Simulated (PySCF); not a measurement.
Compound: InEt2(NH2), C₄H₁₂InN.
Cartesian coordinates in Å at the PBE0-D3(BJ)/def2-SVP level; atoms count from 1:
```xyz
18
C4H12InN angstrom
In    -0.362   -0.132    0.323
C      1.792   -0.328    0.085
C      2.348   -1.651    0.597
H      2.256    0.525    0.609
H      2.023   -0.185   -0.983
H      3.440   -1.724    0.456
H      2.153   -1.789    1.673
H      1.898   -2.515    0.081
C     -1.770    1.415   -0.275
C     -1.381    2.208   -1.517
H     -1.887    2.084    0.594
H     -2.745    0.918   -0.409
H     -2.129    2.981   -1.764
H     -0.416    2.725   -1.392
H     -1.283    1.564   -2.406
N     -1.181   -1.729    1.277
H     -2.164   -1.838    1.496
H     -0.649   -2.515    1.632
```

Level of theory: TDDFT CAM-B3LYP/def2-SVPD, vertical, gas phase, core orbitals frozen in the response, def2 core potentials past Kr (PySCF). Spin–orbit coupling is left out.

Ground-to-excited transition dipoles (e·a0, same axes as the geometry; the sign carries no meaning), for the states with f of 0.002 or more among the lowest 10:

```json
{"state": "S2", "E (hartree)": "0.1956", "μx": "-0.099", "μy": "-0.328", "μz": "-0.587"}
{"state": "S3", "E (hartree)": "0.2067", "μx": "0.293", "μy": "0.514", "μz": "-0.344"}
{"state": "S4", "E (hartree)": "0.2105", "μx": "-0.939", "μy": "0.507", "μz": "-0.133"}
{"state": "S5", "E (hartree)": "0.2317", "μx": "0.083", "μy": "0.136", "μz": "0.343"}
{"state": "S6", "E (hartree)": "0.2431", "μx": "0.055", "μy": "-0.473", "μz": "0.252"}
{"state": "S8", "E (hartree)": "0.2475", "μx": "0.443", "μy": "0.334", "μz": "-0.238"}
{"state": "S10", "E (hartree)": "0.2681", "μx": "-0.352", "μy": "-0.151", "μz": "0.191"}
```

What oscillator strength does each state have?

f = (2/3) ΔE |μ|² with ΔE in hartree (27.2114 eV).

```csv
state,|μ|² (au),|μ| (D),f
S2,0.462,1.73,0.060
S3,0.469,1.74,0.065
S4,1.156,2.73,0.162
S5,0.143,0.96,0.022
S6,0.290,1.37,0.047
S8,0.364,1.53,0.060
S10,0.184,1.09,0.033
```

Which bond between heavy atoms lies closest to the direction of the S4 transition dipole?

In1–C9, at 21° from it; next In1–C2 at 27°.

What angle do the transition dipoles of S2 and S8 make?

|cos θ| = |μa·μb| / (|μa| |μb|) = 0.03, so θ ≈ 88° (taken between 0 and 90°, since the signs are arbitrary).

How is the summed strength of these states shared among x, y and z?

(2/3) Σ ΔE μα² gives 0.193 for x, 0.148 for y and 0.108 for z, 0.449 in all.

What peak molar absorption coefficient would the strongest computed level give as a lone Gaussian band 0.3 eV wide at half height?

ε(max) = 2.175×10⁸ f / FWHM, with the width in cm⁻¹. S4: 2.175×10⁸ × 0.1623 / 2420 ≈ 15000 L mol⁻¹ cm⁻¹.

One conformer stands for the species.
